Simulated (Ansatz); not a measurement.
Cost and result for the atomization energy of CH8GeSi2, SMILES `[CH2]1[SiH2][SiH2][GeH2]1` (12 atoms, 12 bonds).

Z-matrix (Å, degrees):
```
Si
Si 1 2.349
Ge 1 2.926 2 52.7
C 1 1.892 2 91.0 3 19.9
H 1 1.490 2 109.2 3 -91.6
H 1 1.490 2 121.3 3 141.6
H 2 1.486 1 121.4 3 118.2
H 2 1.489 1 113.8 3 -107.6
H 3 1.540 1 106.1 2 -107.4
H 3 1.540 1 143.0 2 91.8
H 4 1.094 1 110.4 2 88.8
H 4 1.090 1 116.4 2 -147.1
```

Charge 0, multiplicity 1. Correlated methods include outer-core shells of Ge, which these sets cover unevenly. Scalar relativity is left out up to krypton. The geometry is a stationary point of PBE0-D4/def2-TZVP. Program: Ansatz. All runs use 4 threads of an Arm Neoverse V1 on a shared host. Times are those of one run each, without the atoms' runs, and a repeat can differ threefold. Electronic energies, without spin–orbit coupling; frozen cores. CCSD(T)/CBS adds CCSD(T) − MP2 in def2-TZVPP to the MP2 limit, and its time is that of the two runs behind it. T1 = 0.012. With those shells the extrapolation isn't a true limit.

CCSD(T)/CBS is a level of theory with its own doubt, some kJ/mol a heavy atom from the limit and from the frozen cores, so smaller differences don't rank the functionals.

| level | functions | wall time | atomization (kcal/mol) | difference from CCSD(T)/CBS | per bond |
| --- | --- | --- | --- | --- | --- |
| revPBE-D4/def2-TZVPP | 275 | 2.9 s | 875.5 | -19.5 | -1.6 |
| BLYP-D4/def2-TZVPP | 275 | 2.9 s | 876.5 | -18.5 | -1.5 |
| BHLYP-D4/def2-TZVPP | 275 | 5 s | 878.5 | -16.5 | -1.4 |
| CAM-B3LYP-D4/def2-TZVPP | 275 | 6 s | 890.8 | -4.2 | -0.3 |
| r2SCAN-D4/def2-TZVPP (with forces) | 275 | 7.5 s | 894.7 | -0.3 | 0.0 |
| r2SCANh-D4/def2-TZVPP | 275 | 8 s | 892.3 | -2.7 | -0.2 |
| CCSD(T)/def2-SVP | 122 | 8 s | 836.2 | -58.8 | -4.9 |
| B2PLYP/def2-TZVPP | 275 | 8.5 s | 876.8 | -18.2 | -1.5 |
| ωB97X-V/def2-TZVPP | 275 | 12 s | 900.4 | 5.4 | 0.5 |
| ωB97M-V/def2-TZVPP (with forces) | 275 | 18 s | 890.1 | -4.9 | -0.4 |
| MP2/def2-QZVPP | 526 | 35 s | 881.8 | -13.2 | -1.1 |
| CCSD(T)/def2-TZVPP | 275 | 4.1 min | 874.8 | -20.2 | -1.7 |
| CCSD(T)/CBS(def2) | – | 4.7 min | 895.0 | 0.0 | 0.0 |

At CCSD(T), def2-SVP lies −58.7 kcal/mol from the extrapolated value and def2-TZVPP −20.1 kcal/mol: correlation converges slowly with the basis, and small sets miss more of it in the bonded molecule than in its fragments. Leaving LDA and LC-ωPBE aside and taking each functional with its dispersion term where it has one, the values, not all of them listed here, spread over 26.0 kcal/mol, from revPBE-D4 to B97M-V. LDA lies +113.9 kcal/mol from PBE without D4, its usual overbinding. The D4 term adds +12.2 kcal/mol with B3LYP and +6.4 kcal/mol with PBE0; it sums over pairs of atoms, weighted by their polarisabilities, and B3LYP, whose exchange is more repulsive, gets the larger term.

B3LYP here is the variant with VWN-RPA as its local correlation; programs differ in this.

For some Ge, Se and Sn compounds the MP2-based and the directly extrapolated limit differ by 10 to 25 kJ/mol.
